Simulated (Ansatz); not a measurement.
Consider the cleavage of the Si–B bond: `[SiH3][BH][AlH][SiH3]` + `[NH2][Cd][OH]` → `[NH2][Cd][O][SiH3]` + `[BH2][AlH][SiH3]`.

Program: Ansatz. Geometries: PBE0-D4/def2-TZVP. ΔE: electronic, gas phase. CCSD(T)/CBS is the MP2 limit (def2-TZVPP, def2-QZVPP) plus CCSD(T) − MP2 in def2-TZVPP, frozen cores. Functionals use def2-TZVPP. def2 core potentials past Kr. For Cd outer-core shells are correlated without core-valence functions, which leaves a few kJ/mol of doubt a bond. Each species was taken in one conformer, which may not be the lowest.

Q: Is it downhill or uphill in electronic energy at CCSD(T)/CBS, and by how much? (Estimate.)

A: The calculation gave: Downhill: ΔE = -26.8 kcal/mol.

Q: What do these levels give: ωB97X-V, B2PLYP, PBE, MP2/def2-TZVPP, CCSD/def2-TZVPP, MP2/def2-QZVPP? (An estimate is asked.)

A: Ansatz gave: ωB97X-V -27.3, B2PLYP -28.4, PBE -20.2, MP2/def2-TZVPP -29.5, CCSD/def2-TZVPP -28.9, MP2/def2-QZVPP -28.9 kcal/mol.

Largest T1 diagnostic among the species: 0.016.

From PBE to PBE0 (25 % exact exchange), in def2-TZVPP and without D4, ΔE moves by −3.2 kcal/mol. In def2-TZVPP, CCSD(T) changes the Hartree–Fock value by +7.9 kcal/mol (the triples alone add +1.1 kcal/mol) and MP2 by +6.2 kcal/mol.
